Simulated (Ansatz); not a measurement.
```yaml
crystal:
  periodic: [false, false, false]
  atoms:
    - {symbol: C, position_ang: [-0.901399, -0.213234, 0.634308]}
    - {symbol: Mo, position_ang: [0.772794, 0.168149, -0.540071]}
    - {symbol: S, position_ang: [2.167568, -1.257788, 0.075776]}
    - {symbol: S, position_ang: [0.144628, -0.261913, -2.483891]}
    - {symbol: Cl, position_ang: [1.466400, 2.277812, -0.266519]}
    - {symbol: H, position_ang: [-1.275284, -1.231257, 0.526129]}
    - {symbol: H, position_ang: [-0.608316, -0.036499, 1.673924]}
    - {symbol: H, position_ang: [-1.674089, 0.497631, 0.324645]}
basis:
  gaussian: {orbitals: cc-pVTZ-DK}
hamiltonian: {xc: {name: HF}}
correlation: {active_space: {window: {electrons: 6, orbitals: 2}}}
output: {forces: true}
```

```sh
$ ansatz run in.yaml --threads 4 --pin off --events-out ev --progress --plain --max-ram 10444MiB
```

It prints (some lines left out):

```
Functional definition: HF
  name "HF"
  cite "Fock, Z. Phys. 61, 126 (1930) doi:10.1007/BF01340294"
  parent pbe
  exchange = exact_x
  correlation = 0
1558 factors; integrals over basis functions are off by at most 1.1e-3 eV
mean field evaluation 1: about -145412.7471 eV, gradient 4.8e1 eV
mean field evaluation 2: about -145412.8546 eV, gradient 4.8e1 eV
mean field evaluation 4: about -145417.8010 eV, gradient 7.4e0 eV
mean field evaluation 8: about -145417.9805 eV, gradient 1.2e0 eV
mean field evaluation 16: about -145417.9904 eV, gradient 1.6e-6 eV
mean field -145417.99036080 eV, -5344.0125779053 hartree, gradient 1.6e-6 eV, S^2 0.000000; 4 other end points of the search recorded, 0 dependent functions left out
reference -145417.99036080 eV, -5344.0125779053 hartree; 50, 50 occupied and 201, 201 virtual orbitals, 1558 factors
Error: 6 electrons in 2 orbitals form no window around the highest filled level of the reference
```

(1) Something in this input is off. What?

## Answers

(1) The active space doesn't fit the electrons. The run stopped with an error.
